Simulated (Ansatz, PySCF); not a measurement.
CH₇NOSi, SMILES C[Si@H](N)O. Atoms are numbered in the order given.

```xyz
11

C     -1.5696    -0.6977    -0.2945
Si     0.0163     0.3017    -0.2206
N      1.3209    -0.8343    -0.3270
O      0.1689     1.1958     1.1854
H     -1.5831    -1.4893     0.4730
H     -1.6933    -1.1775    -1.2800
H     -2.4428    -0.0472    -0.1270
H      0.0063     1.3559    -1.2727
H      2.2790    -0.5263    -0.4627
H      1.1709    -1.7459    -0.7474
H      0.3842     0.6776     1.9707
```
Charge 0, spin multiplicity 1.

The structure is a stationary point at B3LYP-D3(BJ)/def2-SVP. The structure was generated by enumeration; whether it is a known compound was not checked. One conformer was computed; it need not be the lowest.

Two levels are set side by side: PBE-D3(BJ)/def2-SVP (Ansatz, a program for electronic structure) and B3LYP-D3(BJ)/def2-SVP (Ansatz). Each level has its own optimised geometry; the coordinates shown are those of the second. Frequencies come from the Hessian of PySCF at each geometry. Differences are taken from unrounded values.

```tsv
quantity	B3LYP-D3(BJ)	PBE-D3(BJ)	PBE-D3(BJ) minus B3LYP-D3(BJ)
mean bond length (Å)	1.307	1.316	0.009
bond C1–Si2 (Å)	1.876	1.882	0.006
bond Si2–N3 (Å)	1.733	1.744	0.011
bond Si2–O4 (Å)	1.673	1.686	0.013
bond C1–H5 (Å)	1.103	1.110	0.007
bond C1–H6 (Å)	1.103	1.110	0.007
bond C1–H7 (Å)	1.102	1.109	0.007
bond Si2–H8 (Å)	1.489	1.504	0.015
bond N3–H9 (Å)	1.016	1.023	0.008
bond N3–H10 (Å)	1.015	1.023	0.008
bond O4–H11 (Å)	0.965	0.974	0.009
highest harmonic wavenumber (cm⁻¹)	3859	3745	-114
mean harmonic wavenumber (cm⁻¹)	1385	1352	-34
zero-point energy (kcal/mol)	53.47	52.18	-1.29
```

Exact exchange shortens and stiffens bonds; PBE has none. Differences between two approximate levels are no errors against the true value.
